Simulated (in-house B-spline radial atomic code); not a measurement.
Results of a calculation; reference values are marked as such.
## Building a PAW p channel for Sn, r_c = 3.06 bohr

Sn, [Kr] 4d10 5s2 5p2, non-relativistic LDA (VWN5), spherical and spin-unpolarised, from an all-electron radial atomic-structure program (B-spline basis) (atomic units; all potentials screened as in the neutral atom).

Two all-electron partial waves φ1, φ2 are integrated outwards at E1 = ε(5p) = -0.14445 and E2 = E1 + 1 hartree; φ1 is the bound orbital and φ2 has unit norm inside r_c = 3.0646 bohr. Smooth partners are polynomials, r^2(a0 + a1 r² + a2 r⁴ + a3 r⁶), matched to φ and three derivatives at r_c, with no condition on the norm. The local potential is -2.48293 + (0.586767) r² + (-0.05884) r⁴ + (0.00217881) r⁶ inside 2.6246 bohr and the all-electron one outside.

| wave | φ(r_c) | φ'(r_c) | a0 | a1 | a2 | a3 |
| --- | --- | --- | --- | --- | --- | --- |
| 1 | 0.5754379 | -0.1056303 | 0.2496876 | -0.03642626 | 0.002238713 | -5.284475e-05 |
| 2 | 0.6457431 | 1.375583 | -0.8093054 | 0.205599 | -0.01568322 | 0.0003989243 |

Inside r_c the overlaps are <φi φj> = [[0.51481, -0.42989], [-0.42989, 1.00000]] and, for the smooth waves, [[0.54535, -0.48287], [-0.48287, 1.11544]]. With χj = (Ej − T − V_local) applied to smooth wave j, the program's quadrature gives the matrix B_ij = <smooth i, χj> as [[0.10998, -0.30339], [-0.25040, 0.81082]].

Question: Check the match of the first wave, and find the augmentation charges q_ij.

Answer: At r_c the four terms are 2.34501, -3.21299, 1.85456, -0.41114, which sum to 0.5754, φ1(r_c) to rounding. q_ij is the all-electron overlap less the smooth one: [[-0.03054, 0.05299], [0.05299, -0.11544]]. The smooth first wave has a norm of 0.5453 inside r_c against 0.5148, so q11 is negative and must stay small enough for the overlap operator to be positive.

Question: B isn't symmetric. Show that D_ij = B_ij + Ej q_ij is.

Answer: Integrating by parts gives B12 − B21 = (E1 − E2) q12: -0.30339 − (-0.25040) = -0.05299, and −1 × (0.05299) = -0.05299. So D12 = -0.30339 + (0.855550)(0.05299) = -0.25806 and D21 = -0.25040 + (-0.14445)(0.05299) = -0.25806; D11 = 0.11439, D22 = 0.71206. The projectors, p = (B⁻¹)ᵀ χ, are dual to the smooth waves; det B = 0.013.

Solving (T + V_local + Σ p D p) ψ = E (1 + Σ p q p) ψ in a sphere of 9 bohr, whose wall lifts the free-atom level a little, gives these levels:

```
all-electron  one projector  two projectors
   -0.143506      -0.143506       -0.143506
    0.121117       0.120396        0.121085
    0.475991       0.468899        0.475916
    0.989384       0.951984        0.989342
    1.651590       1.519520        1.646970
```

Question: What does the second projector gain?

Answer: With one projector the errors are 0.00, -0.72, -7.09, -37.40, -132.07 millihartree. With two the errors are 0.00, -0.03, -0.07, -0.04, -4.62 millihartree. The scattering is exact at E1 and at E2 = 0.856, and over all levels compared the largest error is 4.6 millihartree. The lowest eigenvalue of the overlap operator is 0.8228 with one and 0.8626 with two projectors. The smooth orbital alone needs a cutoff of 2 hartree for 1 millihartree of kinetic energy, against 3.81 for a norm-conserving Troullier-Martins orbital of the same radius; part of the gain comes from giving up the norm, part from the simpler form.
